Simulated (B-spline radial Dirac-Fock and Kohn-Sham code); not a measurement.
Z = 24 (chromium), transition energy 68 keV. These are calculated numbers from an atomic code on a B-spline grid; the model is a Dirac-Hartree-Slater potential of the neutral atom with a Latter tail (no hole, which puts coefficients of high multipoles low close above an edge), finite nucleus with surface currents. Subshells that would emit electrons below 1 keV are left out.

Question: A pure transition shows α(K) = 21.5, L1/L2 = 2.62 and L1/L3 = 1.74. What is its multipolarity?
A. M4
B. E4
C. E3
D. M3
E. E2
F. M1
G. M2
H. E1

Answer: C. For comparison, α(K), L1/L2, L1/L3 are E1 0.105, 34.8, 19.4; E2 1.65, 8.84, 5.52; E4 268, 1.05, 0.712; M1 0.0663, 29.1, 63.2; M2 0.969, 14.6, 16.0; M3 13.4, 8.90, 4.88; M4 185, 6.12, 2.28.
